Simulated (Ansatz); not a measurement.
A made-up structure of SiHIF (charge -1), closed shell:

F1  (-1.188, -0.049, 1.057)
Si2  (-0.552, -0.395, -0.443)
I3  (-1.937, 0.051, 2.898)
H4  (-0.305, 1.072, -0.866)
(Å)

It is relaxed with PBE-D4/def2-SVPD and then PBE0-D4/def2-TZVPD (Ansatz 0.2.0). Atoms count as bonded within 1.22 times the sum of their covalent radii (H–H: 0.88 Å). The end point is not checked to be a true minimum.

Q: Does its bonding change? (Judge from chemistry; the calculation decides.)

A: By the calculation: Yes. Formed: Si2–I3; broken: F1–I3.

Where it ends: The first stage lowers the energy by 4.97 eV in 20 steps. It ends as SiHIF ([F][SiH][I]), total charge -1:
F1  (-1.846, -0.650, -0.404)
Si2  (-0.404, -0.286, 0.347)
I3  (-1.363, 0.412, 2.770)
H4  (-0.369, 1.203, -0.067)
(Å)

Labels in which every atom is bracketed show which atoms are joined, not bond orders.

For scale, one of the runs: PBE0-D4/def2-TZVPD relaxation, 151 basis functions, launched by `ansatz run in.yaml --threads 2 --pin off --events-out ev --progress --plain --max-ram 4352MiB`. The run took about 23 s on 2 CPU threads of an Arm Neoverse V1 (shared host).
